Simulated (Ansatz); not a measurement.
Relaxation of F4Ge (5 atoms, charge 0, multiplicity 1), to a largest force component of 0.02 eV/Å in at most 40 steps.

All numbers below come from Ansatz 0.2.0, RKS PBE-D4/def2-SVP.

```xyz
5
Properties=species:S:1:pos:R:3
Ge 0.000 0.000 0.000
F 0.000 0.000 1.680
F 1.584 0.000 -0.559
F -0.791 1.371 -0.559
F -0.791 -1.371 -0.559
```

Where does it end, and by what steps?

It converged. After 3 steps the energy has fallen by 0.115 eV; F4 moved furthest, 0.04 Å.

```tsv
step	energy less start (eV)	largest force component (eV/Å)	accepted
0	0.0000	1.452	yes
1	-0.0915	0.625	yes
2	-0.1146	0.043	yes
3	-0.1147	0.000	yes
```

```xyz
5
Properties=species:S:1:pos:R:3
Ge 0.000 0.000 0.000
F 0.000 0.000 1.720
F 1.622 0.000 -0.573
F -0.810 1.404 -0.573
F -0.810 -1.404 -0.573
```

Whether the end is a true minimum wasn't checked by a vibrational analysis.

Time of the run: 4.9 s on 1 thread of Intel(R) Xeon(R) 6975P-C (Granite Rapids), on a shared host, peak memory 0.13 GiB.
